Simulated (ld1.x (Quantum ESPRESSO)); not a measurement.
## Varying the RRKJ potential for indium (In)

Base potential:

ld1.x (Quantum ESPRESSO) 7.5 input, shortened:

```
&input
   title='In', zed=49., rel=1, dft='PZ', iswitch=3,
   config='[Kr] 4d10 5s0 5p0'
 /
 &inputp
   pseudotype=2, tm=.false., lloc=0,
   nlcc=.true., rcore=0.60
 /
3
4P  2  1   6.00   0.00  1.55  1.55  0.0
4D  3  2  10.00   0.00  1.60  1.60  0.0
4S  1  0   2.00   0.00  1.05  1.05  0.0
 &test
   configts(1)='4s2 4p6 4d10 5s0 5p0'
 /
```

Cutoffs, loose and tight: the cutoffs (Ry, on a coarse ladder) from which the occupation-weighted sum of valence levels, in a spherical-Bessel basis at the reference potential, stays within 10 and 1 mRy of its value at 400 Ry. They do not see the model core or the augmentation charge, which bear on the density cutoff. Test errors are all-electron minus pseudo excitation energies from the reference, over the configurations 4s2 4p6 4d10 5s2 5p1; 4s2 4p6 4d10 5s2 5p0; 4s2 4p6 4d10 5s1 5p0; 4s2 4p6 4d9 5s2 5p2; 4s2 4p6 4d10 5s1 5p1; 4s2 4p6 4d9 5s0 5p0; 4s2 4p5 4d10 5s2 5p1 (two spin-polarised tests are not counted in the largest error). A dash means not determined; rows that change the core or the reference have their own tests.

On the changes marked as counting shells twice: ld1.x takes every shell without a wave as core, so the model core holds the marked electrons as well and exchange and correlation see them twice. This cancels in the reference configuration, but the file is broken for other ones, and its errors say nothing about a proper core correction.

| change | outcome | cutoff, loose | cutoff, tight | bound ghosts | largest test error (meV) |
| --- | --- | --- | --- | --- | --- |
| base | generated | 140 Ry | 230 Ry | none | +1724 |
| wave 4p (bound): rc 1.55 bohr becomes 4p (bound): rc 1.26 bohr | generated | 140 Ry | 260 Ry | none | +1438 |
| type PAW; waves now 4s (bound): rc 1.05 bohr; 5s (bound): rc 1.05 bohr; 4p (bound): rcut 1.35, rcutus 1.55 bohr; 5p (bound): rcut 1.35, rcutus 1.55 bohr; 4d (bound): rcut 1.40, rcutus 1.60 bohr; 4d channel at -2.3 Ry: rcut 1.40, rcutus 1.60 bohr; local potential all-electron potential smoothed inside 1.15 bohr (lloc = -1); augmentation BESSEL, radius 0.75 bohr | failed: invmat: error in DGETRF | – | – | – | – |
| functional PBEsol | generated | 140 Ry | 230 Ry | none | +1711 |
| wave 4s (bound): rc 1.05 bohr becomes 4s (bound): rc 0.70 bohr | generated | 300 Ry | over 300 Ry | none | +1583 |
| reference 4s2 4p6 4d10 5s2 5p0.5 (5p, 5s counted twice) | generated, misses its reference levels by 0.44 eV | 140 Ry | 230 Ry | none | -3541 |
| wave 4d (bound): rc 1.60 bohr becomes 4d (bound): rc 1.88 bohr | generated | 140 Ry | 230 Ry | none | +1780 |

(1) What comes out with this change to the base: core [Kr], valence charge 13; reference 4d10 5s2 5p1; waves now 5p (bound): rc 2.85 bohr; 4d (bound): rc 1.30 bohr; 5s (bound): rc 2.10 bohr; core correction none?

(2) What comes out with this change to the base: all radii but the core radius scaled by about 0.80 (s 0.84, p 1.24, d 1.28 bohr)?

## Answers

(1) outcome: generated; cutoff, loose: 80 Ry; cutoff, tight: 90 Ry; bound ghosts: none; largest test error (meV): -283.

(2) outcome: generated; cutoff, loose: 180 Ry; cutoff, tight: 300 Ry; bound ghosts: none; largest test error (meV): +579.
